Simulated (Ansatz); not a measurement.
The same path of CH7NSi2 (11 atoms, charge 0, multiplicity 1) was run twice with different band settings. The coordinate that changes most is the dihedral H6–N1–Si2–Si4.

Level of theory: RKS r2SCAN/def2-SVP (Ansatz 0.2.0).

Relaxed end points:

```xyz
11
Properties=species:S:1:pos:R:3
N -1.394 1.299 -0.619
Si 0.212 0.776 -0.247
C 0.346 -0.475 1.172
Si 0.713 -1.418 -0.458
H -1.670 1.394 -1.591
H -1.835 2.019 -0.051
H 1.312 1.789 -0.253
H -0.592 -0.749 1.676
H 1.171 -0.367 1.891
H 2.111 -1.904 -0.633
H -0.309 -2.422 -0.865
```

```xyz
11
Properties=species:S:1:pos:R:3
N -1.301 1.586 -0.471
Si 0.230 0.821 -0.195
C 0.291 -0.509 1.132
Si 0.767 -1.369 -0.537
H -2.135 1.036 -0.278
H -1.429 2.091 -1.346
H 1.321 1.834 -0.180
H -0.659 -0.841 1.578
H 1.068 -0.422 1.906
H 2.157 -1.910 -0.609
H -0.246 -2.373 -0.979
```

Common settings: movable images 5; climbing image yes; spring 5.0 eV/Å²; start path through a guess of the saddle point; force threshold 0.03 eV/Å; iteration limit 60; end points relaxed.

| run | optimiser | largest step |
| --- | --- | --- |
| 1 | quadratic models (default) | default |
| 2 | lbfgs | 0.5 Å |

Task: What does each run give, and how far can it be trusted?

Result: Run 1: converged after 11 iterations, highest image 0.042 eV above the first end. A vibrational analysis at the climbing image gives one clearly imaginary mode, 172i cm⁻¹: a first-order saddle point.
Run 2: not converged after 60 iterations, highest image 0.043 eV above the first end. The band didn't meet its force threshold, so its energies are provisional: the largest band force was still 0.05 eV/Å, and over the last iterations the top stayed at 0.04 eV.
